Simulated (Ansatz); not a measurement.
Ansatz results at the PBE0-D4/def2-TZVP geometry: LUMO energy (B3LYP/def2-TZVPP) -0.49 eV; LUMO energy (PBE0/def2-TZVPP) -0.28 eV; HOMO–LUMO gap (B3LYP/def2-TZVPP) 7.19 eV.

Each molecule was computed in one conformer, which needn't be the lowest.

Task: Which molecule gave them?
A. `OCN[SiH2]O`
B. `C[SiH2][SiH](O)Cl`
C. `C[SiH2]O[SiH2]Cl`
D. `N[SiH2]C[SeH]`

Result: B. The others give `C[SiH2]O[SiH2]Cl`: 0.00, 0.20, 8.46; `OCN[SiH2]O`: 0.39, 0.76, 7.81; `N[SiH2]C[SeH]`: -0.32, -0.08, 6.00.

B3LYP here is the variant with VWN-RPA as its local correlation; programs differ in this.
